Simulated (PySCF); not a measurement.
# Co (cobalt, neutral) across methods

[Ar] 3d8 4s1, high-spin 4F determinant (an excited configuration). All numbers are calculated (PySCF 2.14, the spin-free X2C one-electron Hamiltonian (Gaussian nucleus), in ANO-RCC-VTZP (6s5p3d2f1g, 59 functions)).

```tsv
method	E (hartree)	mean ε 4s α (eV)	mean ε 3d α (eV)	mean ε 3d β (eV)	Σ⟨r²⟩ (bohr²)	⟨S²⟩
PBE	-1393.000	-4.556	-3.841	-2.263	33.53	3.751
LDA	-1390.574	-4.763	-4.058	-2.335	33.28	3.751
r2SCAN	-1393.204	-4.842	-4.050	-2.499	33.06	3.751
UHF	-1391.80985	-6.443	-12.310	-10.014	34.18	3.752
wB97X	-1393.247	-6.751	-8.426	-6.861	33.27	3.753
PBE0	-1392.999	-5.128	-6.022	-4.296	33.14	3.751
PBEsol	-1391.733	-4.584	-3.848	-2.173	33.36	3.751
BHandHLYP	-1393.181	-5.609	-8.189	-6.407	33.12	3.752
```
